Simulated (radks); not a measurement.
Q: The ruthenium ion Ru3+, [Kr] 4d5. Calculated with a radial shooting solver on a logarithmic mesh with Libxc functionals: non-relativistic Kohn-Sham, PBE, spin-polarised, spherical densities, point nucleus. Every spin shell is full or empty, so the densities are truly spherical. Functionals are evaluated on that one density, not self-consistently. Rank these orbital-free kinetic functionals by their error against the exact value of the orbitals, and give that value: Thomas-Fermi, von Weizsacker, TF + vW, TF + vW/9, TF + vW/5, LC94, APBEK, revAPBEK, Perdew 92, Thakkar, Pearson, LKT, PG1, DePristo-Kress, Ernzerhof.

A: Exact: 4439.37 hartree. From best to worst, with 100 (|E| - |E exact|)/|E exact| (equal figures are ties): DePristo-Kress -0.06, LC94 +0.08, APBEK +0.15, revAPBEK +0.34, Ernzerhof -0.36, Thakkar -0.51, Perdew 92 -0.66, TF + vW/9 -0.67, Pearson -0.95, TF + vW/5 +3.19, Thomas-Fermi -5.49, PG1 +15.92, LKT +20.21, TF + vW +37.91, von Weizsacker -56.60.
